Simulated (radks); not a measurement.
The nuclear charge of neutral chlorine is varied continuously with 17 electrons held in [Ne] 3s2 3p5. Method: non-relativistic Kohn-Sham, TPSS, spin-polarised, spherical densities, point nucleus; open shells are filled with parallel spins first; meta-GGA in the generalised Kohn-Sham scheme; computed with a radial shooting solver on a logarithmic mesh with Libxc functionals. By the Hellmann-Feynman theorem dE/dZ = E(electron-nucleus)/Z, the electronic potential at the nucleus.

Z = 16.8: E (hartree) -447.39515; E(electron-nucleus)/Z (hartree) -63.4190; HOMO 3p; e(HOMO) (eV) -5.943; <r> HOMO (bohr) 1.936
Z = 17: E (hartree) -460.17601; E(electron-nucleus)/Z (hartree) -64.3893; HOMO 3p; e(HOMO) (eV) -8.178; <r> HOMO (bohr) 1.857
Z = 17.2: E (hartree) -473.15076; E(electron-nucleus)/Z (hartree) -65.3581; HOMO 3p; e(HOMO) (eV) -10.573; <r> HOMO (bohr) 1.786
Z = 17.4: E (hartree) -486.31915; E(electron-nucleus)/Z (hartree) -66.3257; HOMO 3p; e(HOMO) (eV) -13.122; <r> HOMO (bohr) 1.722
Z = 17.6: E (hartree) -499.68097; E(electron-nucleus)/Z (hartree) -67.2923; HOMO 3p; e(HOMO) (eV) -15.821; <r> HOMO (bohr) 1.663
Z = 17.8: E (hartree) -513.23601; E(electron-nucleus)/Z (hartree) -68.2580; HOMO 3p; e(HOMO) (eV) -18.666; <r> HOMO (bohr) 1.610
Z = 18: E (hartree) -526.98413; E(electron-nucleus)/Z (hartree) -69.2230; HOMO 3p; e(HOMO) (eV) -21.655; <r> HOMO (bohr) 1.561

The central difference of E at Z = 17 is -64.389 hartree, to compare with the third column; the second derivative is -4.85 hartree.
